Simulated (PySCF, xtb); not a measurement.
BrH₃InNO, SMILES [NH2][In]([OH])[Br].

GFN2-xTB (xtb) at its own geometry gives an orbital gap of 2.88 eV and a dipole moment of 3.31 D.

Geometry optimised at B3LYP-D3(BJ)/def2-SVP. The structure was generated by enumeration; whether it is a known compound was not checked. The def2 effective core potentials stand for the cores of In; spin–orbit coupling is left out. The values are those of a single conformer.

What does ωB97X/def2-TZVP (PySCF) give? (An estimate is asked for; the answer gives what the named calculation found.)

gap 10.17 eV (levels -10.28 and -0.11 eV), dipole 1.72 D.
